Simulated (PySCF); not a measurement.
## Sr(2+) (strontium, charge +2): UHF calculation

Configuration: [Kr], closed-shell 1S. All numbers are calculated (PySCF 2.14, scalar relativity by spin-free X2C-1e, in aug-cc-pVDZ-X2C).

```
Total energy                        : -3176.786586 hartree
One-electron energy                 : -4377.8713 hartree
Hartree (Coulomb) energy            : 1304.8438 hartree
Exchange energy                     : -103.7591 hartree
⟨S²⟩                                : 0.0000
⟨L²⟩                                : 0.000
Sum of ⟨r⟩                          : 22.31 bohr
Sum of ⟨r²⟩                         : 26.35 bohr²
Langevin diamagnetic susceptibility : -20.9 ×10⁻⁶ cm³/mol
Time after the integrals            : 0.06 s of wall time on 1 thread of Intel(R) Xeon(R) 6975P-C (shared host)
```

```json
{"shell": "1s", "electrons": "2", "mean orbital energy (hartree)": "-595.75620", "rms radius, mean of both spins (bohr)": "0.0450"}
{"shell": "2s", "electrons": "2", "mean orbital energy (hartree)": "-83.61502", "rms radius, mean of both spins (bohr)": "0.187"}
{"shell": "2p", "electrons": "6", "mean orbital energy (hartree)": "-74.15671", "rms radius, mean of both spins (bohr)": "0.166"}
{"shell": "3s", "electrons": "2", "mean orbital energy (hartree)": "-14.45596", "rms radius, mean of both spins (bohr)": "0.523"}
{"shell": "3p", "electrons": "6", "mean orbital energy (hartree)": "-11.30618", "rms radius, mean of both spins (bohr)": "0.535"}
{"shell": "3d", "electrons": "10", "mean orbital energy (hartree)": "-6.08995", "rms radius, mean of both spins (bohr)": "0.547"}
{"shell": "4s", "electrons": "2", "mean orbital energy (hartree)": "-2.43576", "rms radius, mean of both spins (bohr)": "1.45"}
{"shell": "4p", "electrons": "6", "mean orbital energy (hartree)": "-1.58320", "rms radius, mean of both spins (bohr)": "1.66"}
```

Densities and radii are taken from the X2C orbitals without a picture-change correction, which distorts them close to the nucleus.
